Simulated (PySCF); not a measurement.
## Worked example: oscillator strength and radiative lifetime

Zn(OH)2 (H2O2Zn), SMILES [OH][Zn][OH].

Geometry: PBE0-D3(BJ)/def2-TZVP. The isomer is the one that the SMILES or the coordinates give; other isomers of the formula were not compared. The values are those of a single conformer.

TDA-M06-2X/def2-SVPD (PySCF 2.14.0) puts the first singlet state with f over 0.02 at 6.05 eV (vertical), with the transition dipole (0.000, 0.000, 0.406) in atomic units.

Problem. Find the oscillator strength, the wavelength and the radiative lifetime that this transition would have in vacuum if emission retraced absorption.

Solution. 
|μ|² = 0.1648 au, so |μ| = 1.03 D. ΔE = 6.05/27.211 = 0.2223 hartree. f = (2/3) ΔE |μ|² = 0.024 (the program prints 0.024).
λ = 1239.84/6.05 = 205 nm; ν = 48797 cm⁻¹.
Einstein's coefficient A = 0.6670 ν² f s⁻¹ (ν in cm⁻¹) = 3.9e7 s⁻¹, so τ = 1/A = 26 ns. This state is S1. The figure is the radiative limit of this one transition; relaxation, internal conversion, crossing to triplets and a medium change what is measured.
